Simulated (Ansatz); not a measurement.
Total energies of `C[O][Zr]([OH])([NH]C(C)C)[O]C`.

```xyz
25

C    -1.554    1.088   -2.823
O    -1.092    1.062   -1.519
Zr   -0.527    0.885    0.318
O    -2.050    0.291    1.371
N     1.029   -0.442    0.449
C     1.150   -1.822    0.019
C    -0.139   -2.259   -0.657
C     1.491   -2.741    1.184
O     0.206    2.521    1.017
C     0.437    3.826    1.426
H    -2.641    0.942   -2.857
H    -1.325    2.048   -3.300
H    -1.086    0.295   -3.420
H    -2.569   -0.191    2.006
H     1.876   -0.132    0.911
H     1.959   -1.908   -0.724
H    -0.364   -1.628   -1.521
H    -0.070   -3.292   -1.004
H    -0.978   -2.199    0.045
H     0.692   -2.713    1.931
H     2.418   -2.427    1.671
H     1.620   -3.775    0.850
H     0.293    4.530    0.598
H     1.465    3.935    1.789
H    -0.242    4.108    2.238
```

Total charge 0; spin multiplicity 1. Correlated methods include outer-core shells of Zr, which these sets cover unevenly. Zr takes the def2 core potential. The geometry is a stationary point of PBE0-D4/def2-TZVP. It is one conformer, not always the lowest. Basis def2-TZVPP, Ansatz 0.2.0.

RPA on PBE orbitals: Hartree–Fock energy of these orbitals -523.92855 Eh, correlation -3.43439 Eh (frozen core).

```json
{"functional": "B3LYP", "energy without D4 (Eh)": "-527.49465", "D4 term (kJ/mol)": "-91.8"}
{"functional": "ωB97M-V", "energy without D4 (Eh)": "-527.17390", "D4 term (kJ/mol)": "–"}
```

(1) Give the same for LDA (SPW92), PBE, revPBE, BLYP, r2SCAN, B97M-V, PBE0, r2SCANh, r2SCAN0, HSE06 (plane-wave form), BHLYP, CAM-B3LYP, LC-ωPBE, ωB97X-V, B2PLYP, PBE-QIDH. (Estimate.)

B3LYP takes the VWN-RPA correlation (the form of Gaussian; ORCA's B3LYP/G). HSE06 is the plane-wave form, built on full-range PBE exchange. The double hybrids freeze the cores in their second-order part.

Answers

(1) Ansatz gave: 
```tsv
functional	energy without D4 (Eh)	D4 term (kJ/mol)
LDA (SPW92)	-523.41504	–
PBE	-526.88745	-58.3
revPBE	-527.33829	-167.8
BLYP	-527.26296	-122.7
r2SCAN	-527.22244	-16.7
B97M-V	-527.40157	–
PBE0	-526.89470	-50.5
r2SCANh	-527.18062	-17.7
r2SCAN0	-527.12088	-19.4
HSE06 (plane-wave form)	-526.86795	-47.4
BHLYP	-527.09439	-71.5
CAM-B3LYP	-527.21630	-51.6
LC-ωPBE	-527.19254	–
ωB97X-V	-527.28440	–
B2PLYP	-527.00282	–
PBE-QIDH	-526.77913	–
```

LC-ωPBE has ω = 0.4 bohr⁻¹.
